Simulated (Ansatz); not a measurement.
## Ligand exchange: GeH2(CH3)Br + C2H2FI → GeH2(CH3)I + C2H2BrF

Species: GeH2(CH3)Br, singlet; C2H2FI `C=C(F)I`, singlet; GeH2(CH3)I, singlet; C2H2BrF `C=C(F)Br`, singlet. The partners trade Br for I: Ge–Br and C–I bonds give way to Ge–I and C–Br.

Shapes, held fixed at every level: PBE0-D4/def2-TZVP. Programs: Ansatz 0.2.0. Electronic energies: no zero-point or thermal term.

Q: Estimate ΔE of this reaction.

A: The highest level, CCSD(T)/def2-TZVPP, gives ΔE = +4.6 kJ/mol; the levels span -4.2 to +4.6. They disagree on the sign: 5 of 8 are positive. The column of differences is taken from that level and isn't an error. No measured value is set beside it here. For atoms past krypton def2 sets carry core potentials with scalar relativity. Relativity is left out for Br, Ge unless named. Correlated rows may include outer-core shells of Br, Ge, I, which these sets cover unevenly. Times are processor times on shared x86 and Arm servers, and rough.

```
                level                    kind  ΔE (kJ/mol)  less CCSD(T)/def2-TZVPP  CPU time (sum over the molecules)
          HF/def2-SVP            Hartree–Fock         -4.2                     -8.8                                  –
     SPW92/def2-TZVPP                     LDA         -2.3                     -6.9                               13 s
    PBE-D4/def2-TZVPP                     GGA         +0.7                     -3.9                               23 s
  BHLYP-D4/def2-TZVPP           global hybrid         +2.0                     -2.6                               33 s
r2SCAN0-D4/def2-TZVPP           global hybrid         -0.1                     -4.7                               49 s
   wB97X-V/def2-TZVPP  range-separated hybrid         +2.2                     -2.4                               75 s
       MP2/def2-TZVPP     perturbation theory         +2.6                     -2.0                                  –
   CCSD(T)/def2-TZVPP   coupled cluster or CI         +4.6                      0.0                             11 min
```
